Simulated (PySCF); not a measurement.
Bond stretch in SMILES [F][GeH3]. The Ge1–F5 bond (Ge1 also carries H, H, H; F5 carries nothing else) is stretched with both fragments frozen at the PBE0/def2-TZVP optimised geometry.

Methods: RKS-BHandHLYP = PySCF 2.14.0 with restricted BHandHLYP/cc-pVDZ; RKS-B3LYP = restricted B3LYP/cc-pVDZ (PySCF); UKS-B3LYP = unrestricted B3LYP/cc-pVDZ (PySCF).

Magnitude of the dipole moment (D; its direction can reverse along the curve, and a method can change to another solution) and Mulliken charge of the fragment that holds Ge1:

```
R / Å  μ RKS-BHandHLYP  q RKS-BHandHLYP  μ RKS-B3LYP  q RKS-B3LYP  μ UKS-B3LYP  q UKS-B3LYP
-----  ---------------  ---------------  -----------  -----------  -----------  -----------
1.40              0.72             0.37         0.60         0.30         0.60         0.30
1.47              1.05             0.38         0.91         0.31         0.91         0.31
1.57              1.51             0.40         1.35         0.34         1.35         0.34
1.62              1.74             0.41         1.57         0.35         1.57         0.35
1.69              2.07             0.42         1.87         0.36         1.87         0.36
1.74              2.30             0.44         2.08         0.38         2.08         0.38
1.80              2.57             0.45         2.34         0.39         2.34         0.39
1.84              2.75             0.45         2.50         0.40         2.50         0.40
1.90              3.02             0.46         2.75         0.40         2.75         0.40
2.03              3.59             0.48         3.26         0.42         3.26         0.42
2.16              4.14             0.49         3.74         0.43         3.74         0.43
2.34              4.85             0.49         4.35         0.43         4.35         0.43
2.60              5.77             0.49         5.10         0.42         5.10         0.42
2.85              6.53             0.49         5.69         0.41         5.07         0.37
3.13              7.25             0.48         6.22         0.40         4.65         0.30
3.50              8.02             0.48         6.77         0.39         4.18         0.24
3.82              8.60             0.47         7.18         0.39         3.84         0.21
4.23              9.29             0.47         7.69         0.38         3.50         0.17
4.74             10.15             0.46         8.35         0.38         3.23         0.14
5.28             11.06             0.45         9.07         0.37         3.08         0.12
6.15             12.50             0.43        10.24         0.35         3.07         0.11
```

At the longest distance RKS-BHandHLYP, RKS-B3LYP, UKS-B3LYP leaves fractional charges on the fragments, a sign of delocalisation error or of the restricted form. The restricted form behind RKS-BHandHLYP, RKS-B3LYP keeps the bonding electrons paired and can't separate into open-shell fragments. The unrestricted determinant behind UKS-B3LYP is spin-contaminated at 2.85 to 6.15 Å (<S²> up to 0.9, against 0.00 for a pure singlet).
